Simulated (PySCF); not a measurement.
## Dipole response of S³⁺ (sulfur, charge +3)

[Ne] 3s2 3p1, 2P determinant. Computed with PySCF 2.14 in aug-cc-pwCVQZ (10s9p7d5f3g, 134 functions), with the non-relativistic Hamiltonian (point nucleus). Coupled (time-dependent) response in atomic units; α is the mean over directions.

```csv
method,mean α (bohr³),"α xx, yy, zz",C₆ (like pair),S(−4)
PBEsol,5.352,"5.578, 4.899, 5.578",14.20,13.75
```

S(−4) is the Cauchy moment in α(ω) = α(0) + S(−4) ω² + …

α(iu) at PBEsol:

```tsv
u (hartree)	α(iu) (bohr³)
0	5.352
0.0500	5.317
0.100	5.218
0.200	4.859
0.300	4.368
0.500	3.330
0.750	2.310
1.00	1.643
1.50	0.9357
2.00	0.6093
3.00	0.3327
5.00	0.1612
```

For an ion, C₆ is the dispersion term alone; charge-induced terms of lower order in 1/R come first.

The components differ because the open shell of this determinant is not spherical; for a pure term their mean is the scalar polarisability.
